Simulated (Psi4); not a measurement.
tellurium atom (Te), triplet (core potentials on Te); SVWN/def2-SVP run with Psi4.

Here is a job for Psi4.
```
memory 2 GB

molecule {
0 3
  Te    0.00000000    0.00000000    0.00000000
}

set basis def2-svp
set reference uks
set puream false

energy('svwn')
print_variables()
```

Output, abridged:

```
   => Loading Basis Set <=

    Name: DEF2-SVP
    Role: ORBITAL
    Keyword: BASIS

    !!!  WARNING: ECP capability is in beta. Please check occupations closely.  !!!

         ---------------------------------------------------------
                                   SCF
               by Justin Turney, Rob Parrish, Andy Simmonett
                          and Daniel G. A. Smith
                              UKS Reference
         ---------------------------------------------------------

  ==> Geometry <==

    Molecular point group: d2h
    Geometry (in Angstrom), charge = 0, multiplicity = 3:

       Center              X                  Y                   Z               Mass
    ------------   -----------------  -----------------  -----------------  -----------------
         TE           0.000000000000     0.000000000000     0.000000000000   129.906222748000

  Running in d2h symmetry.

  Rotational constants: A = ************  B = ************  C = ************ [cm^-1]
  Rotational constants: A = ************  B = ************  C = ************ [MHz]
  Nuclear repulsion =    0.000000000000000

  Charge       = 0
  Multiplicity = 3
  Electrons    = 24
  Nalpha       = 13
  Nbeta        = 11

  ==> Algorithm <==

  SCF Algorithm Type is DF.
  DIIS enabled.
  MOM disabled.
  Fractional occupation disabled.
  Guess Type is CORE.
  Energy threshold   = 1.00e-06
  Density threshold  = 1.00e-06
  Integral threshold = 1.00e-12

  ==> Primary Basis <==

  Basis Set: DEF2-SVP
    Blend: DEF2-SVP
    Number of shells: 10
    Number of basis functions: 28
    Number of Cartesian functions: 28
    Spherical Harmonics?: false
    Max angular momentum: 2

  Core potential: DEF2-SVP
    Number of shells: 4
    Number of ECP primitives: 18
    Number of ECP core electrons: 28
    Max angular momentum: 3

  ==> DFT Potential <==

   => LibXC <=

    Version 7.1.2
    S. Lehtola, C. Steigemann, M. J. T. Oliveira, and M. A. L. Marques,  SoftwareX 7, 1–5 (2018) (10.1016/j.softx.2017.11.002)

   => Composite Functional: SVWN <=

    Slater exchange
    Vosko, Wilk & Nusair (VWN5_RPA)
    P. A. M. Dirac,  Math. Proc. Cambridge Philos. Soc. 26, 376 (1930) (10.1017/S0305004100016108)
    F. Bloch,  Z. Phys. 57, 545 (1929) (10.1007/BF01340281)
    S. H. Vosko, L. Wilk, and M. Nusair,  Can. J. Phys. 58, 1200 (1980) (10.1139/p80-159)

    Deriv               =              1
    GGA                 =          FALSE
    Meta                =          FALSE

    Exchange Hybrid     =          FALSE
    MP2 Hybrid          =          FALSE

   => Exchange Functionals <=

    1.0000         XC_LDA_X

   => Correlation Functionals <=

    1.0000   XC_LDA_C_VWN_RPA

   => LibXC Density Thresholds  <==

    XC_LDA_C_VWN_RPA:  1.00E-15
    XC_LDA_X:  1.00E-15

   => Molecular Quadrature <=

    Radial Scheme          =       TREUTLER
    Pruning Scheme         =           NONE
    Nuclear Scheme         =       TREUTLER

    Blocking Scheme        =         OCTREE
    BS radius alpha        =              1
    Pruning alpha          =              1
    Radial Points          =             75
    Spherical Points       =            302
    Total Points           =          19624
    Total Blocks           =            213
    Max Points             =            251
    Max Functions          =             28
    Weights Tolerance      =       1.00E-15

   => Loading Basis Set <=

    Name: (DEF2-SVP AUX)
    Role: JKFIT
    Keyword: DF_BASIS_SCF

  ==> Integral Setup <==

  SCF_SUBTYPE=INCORE selected. In-core MEM_DF algorithm will be used.
  Using in-core AOs.

  ==> MemDFJK: Density-Fitted J/K Matrices <==

    J tasked:                   Yes
    K tasked:                    No
    wK tasked:                   No
    Algorithm:                 Core
    Schwarz Cutoff:           1E-12
    Mask sparsity (%):       0.0000
    Fitting Condition:        1E-10

   => Auxiliary Basis Set <=

  Basis Set: (DEF2-SVP AUX)
    Blend: DEF2-UNIVERSAL-JKFIT
    Number of shells: 46
    Number of basis functions: 309
    Number of Cartesian functions: 309
    Spherical Harmonics?: false
    Max angular momentum: 5

  Minimum eigenvalue in the overlap matrix is 2.9066386902E-03.
  Reciprocal condition number of the overlap matrix is 5.8618554454E-04.
    Using symmetric orthogonalization.

  ==> Pre-Iterations <==

  SCF Guess: Core (One-Electron) Hamiltonian.

   -------------------------------------------------------
    Irrep   Nso     Nmo     Nalpha   Nbeta   Ndocc  Nsocc
   -------------------------------------------------------
     Ag        10      10       4       4       4       0
     B1g        2       2       1       1       1       0
     B2g        2       2       1       1       1       0
     B3g        2       2       1       1       1       0
     Au         0       0       0       0       0       0
     B1u        4       4       2       1       1       1
     B2u        4       4       2       2       2       0
     B3u        4       4       2       1       1       1
   -------------------------------------------------------
    Total      28      28      13      11      11       2
   -------------------------------------------------------

  ==> Iterations <==

                           Total Energy        Delta E     RMS |[F,P]|

    Occupation by irrep:
             Ag   B1g   B2g   B3g    Au   B1u   B2u   B3u
    DOCC [     4,    1,    1,    1,    0,    1,    1,    2 ]
    SOCC [     0,    0,    0,    0,    0,    1,    1,    0 ]
    NA   [     4,    1,    1,    1,    0,    2,    2,    2 ]
    NB   [     4,    1,    1,    1,    0,    1,    1,    2 ]

   @DF-UKS iter   1:  -257.15729926404697   -2.57157e+02   9.10880e-01 ADIIS
    Occupation by irrep:
             Ag   B1g   B2g   B3g    Au   B1u   B2u   B3u
    DOCC [     4,    1,    1,    1,    0,    1,    2,    1 ]
    SOCC [     0,    0,    0,    0,    0,    1,    0,    1 ]
    NA   [     4,    1,    1,    1,    0,    2,    2,    2 ]
[...]
   @DF-UKS iter  86:  -268.04724396609157   -3.26068e-04   3.55888e-03 ADIIS/DIIS
    Occupation by irrep:
             Ag   B1g   B2g   B3g    Au   B1u   B2u   B3u
    DOCC [     4,    1,    1,    1,    0,    1,    2,    1 ]
    SOCC [     0,    0,    0,    0,    0,    1,    0,    1 ]
    NA   [     4,    1,    1,    1,    0,    2,    2,    2 ]
    NB   [     4,    1,    1,    1,    0,    1,    2,    1 ]

   @DF-UKS iter  87:  -268.04725626643284   -1.23003e-05   3.54786e-03 ADIIS/DIIS
   @DF-UKS iter  88:  -268.04707520517849    1.81061e-04   3.70536e-03 ADIIS/DIIS
    Occupation by irrep:
             Ag   B1g   B2g   B3g    Au   B1u   B2u   B3u
    DOCC [     4,    1,    1,    1,    0,    1,    1,    2 ]
    SOCC [     0,    0,    0,    0,    0,    1,    1,    0 ]
    NA   [     4,    1,    1,    1,    0,    2,    2,    2 ]
    NB   [     4,    1,    1,    1,    0,    1,    1,    2 ]

   @DF-UKS iter  89:  -268.04774655419334   -6.71349e-04   3.07222e-03 ADIIS/DIIS
    Occupation by irrep:
             Ag   B1g   B2g   B3g    Au   B1u   B2u   B3u
    DOCC [     4,    1,    1,    1,    0,    2,    1,    1 ]
    SOCC [     0,    0,    0,    0,    0,    0,    1,    1 ]
    NA   [     4,    1,    1,    1,    0,    2,    2,    2 ]
    NB   [     4,    1,    1,    1,    0,    2,    1,    1 ]

   @DF-UKS iter  90:  -268.04751053518845    2.36019e-04   3.30991e-03 ADIIS/DIIS
    Occupation by irrep:
             Ag   B1g   B2g   B3g    Au   B1u   B2u   B3u
    DOCC [     4,    1,    1,    1,    0,    1,    2,    1 ]
    SOCC [     0,    0,    0,    0,    0,    1,    0,    1 ]
    NA   [     4,    1,    1,    1,    0,    2,    2,    2 ]
    NB   [     4,    1,    1,    1,    0,    1,    2,    1 ]

   @DF-UKS iter  91:  -268.04780091743908   -2.90382e-04   3.01631e-03 ADIIS/DIIS
   @DF-UKS iter  92:  -268.04518852668411    2.61239e-03   5.07593e-03 ADIIS/DIIS
    Occupation by irrep:
             Ag   B1g   B2g   B3g    Au   B1u   B2u   B3u
    DOCC [     4,    1,    1,    1,    0,    1,    1,    2 ]
    SOCC [     0,    0,    0,    0,    0,    1,    1,    0 ]
    NA   [     4,    1,    1,    1,    0,    2,    2,    2 ]
    NB   [     4,    1,    1,    1,    0,    1,    1,    2 ]

   @DF-UKS iter  93:  -268.04215188399240    3.03664e-03   6.71660e-03 ADIIS/DIIS
    Occupation by irrep:
             Ag   B1g   B2g   B3g    Au   B1u   B2u   B3u
    DOCC [     4,    1,    1,    1,    0,    1,    2,    1 ]
    SOCC [     0,    0,    0,    0,    0,    1,    0,    1 ]
    NA   [     4,    1,    1,    1,    0,    2,    2,    2 ]
    NB   [     4,    1,    1,    1,    0,    1,    2,    1 ]

   @DF-UKS iter  94:  -268.04678935570229   -4.63747e-03   3.94393e-03 ADIIS/DIIS
   @DF-UKS iter  95:  -268.04582785180440    9.61504e-04   4.65681e-03 ADIIS/DIIS
    Occupation by irrep:
             Ag   B1g   B2g   B3g    Au   B1u   B2u   B3u
    DOCC [     4,    1,    1,    1,    0,    1,    1,    2 ]
    SOCC [     0,    0,    0,    0,    0,    1,    1,    0 ]
    NA   [     4,    1,    1,    1,    0,    2,    2,    2 ]
    NB   [     4,    1,    1,    1,    0,    1,    1,    2 ]

   @DF-UKS iter  96:  -268.04570727862807    1.20573e-04   4.73913e-03 ADIIS/DIIS
    Occupation by irrep:
             Ag   B1g   B2g   B3g    Au   B1u   B2u   B3u
    DOCC [     4,    1,    1,    1,    0,    2,    1,    1 ]
    SOCC [     0,    0,    0,    0,    0,    0,    1,    1 ]
    NA   [     4,    1,    1,    1,    0,    2,    2,    2 ]
    NB   [     4,    1,    1,    1,    0,    2,    1,    1 ]

   @DF-UKS iter  97:  -268.04706211413884   -1.35484e-03   3.71788e-03 ADIIS/DIIS
    Occupation by irrep:
             Ag   B1g   B2g   B3g    Au   B1u   B2u   B3u
    DOCC [     4,    1,    1,    1,    0,    1,    2,    1 ]
    SOCC [     0,    0,    0,    0,    0,    1,    0,    1 ]
    NA   [     4,    1,    1,    1,    0,    2,    2,    2 ]
    NB   [     4,    1,    1,    1,    0,    1,    2,    1 ]

   @DF-UKS iter  98:  -268.04729081574749   -2.28702e-04   3.51664e-03 ADIIS/DIIS
    Occupation by irrep:
             Ag   B1g   B2g   B3g    Au   B1u   B2u   B3u
    DOCC [     4,    1,    1,    1,    0,    1,    1,    2 ]
    SOCC [     0,    0,    0,    0,    0,    1,    1,    0 ]
    NA   [     4,    1,    1,    1,    0,    2,    2,    2 ]
    NB   [     4,    1,    1,    1,    0,    1,    1,    2 ]

   @DF-UKS iter  99:  -268.04550024501390    1.79057e-03   4.87792e-03 ADIIS/DIIS
   @DF-UKS iter 100:  -268.04559329223866   -9.30472e-05   4.81285e-03 ADIIS/DIIS

PsiException: Could not converge SCF iterations in 100 iterations.

  Failed to converge.

Traceback (most recent call last):
  File "psi4", line 375, in <module>
  File "<string>", line 23, in <module>
  File "site-packages/psi4/driver/driver.py", line 533, in energy
  File "site-packages/psi4/driver/procrouting/proc.py", line 2760, in run_scf
  File "site-packages/psi4/driver/procrouting/proc.py", line 2047, in scf_helper
  File "site-packages/psi4/driver/procrouting/scf_proc/scf_iterator.py", line 93, in scf_compute_energy
  File "site-packages/psi4/driver/procrouting/scf_proc/scf_iterator.py", line 86, in scf_compute_energy
  File "site-packages/psi4/driver/procrouting/scf_proc/scf_iterator.py", line 609, in scf_iterate

psi4.driver.p4util.exceptions.SCFConvergenceError: Could not converge SCF iterations in 100 iterations.

Printing out the relevant lines from the Psithon --> Python processed input file:
    """)
    core.IO.set_default_namespace("")
    core.set_global_option("BASIS", "def2-svp")
    core.set_global_option("REFERENCE", "uks")
    core.set_global_option("PUREAM", "false")
--> energy('svwn')
    print_variables()

!-------------------------------------------------------!
!                                                       !
!  Could not converge SCF iterations in 100 iterations. !
!                                                       !
!-------------------------------------------------------!
```

The run did not converge; its last values are not results.
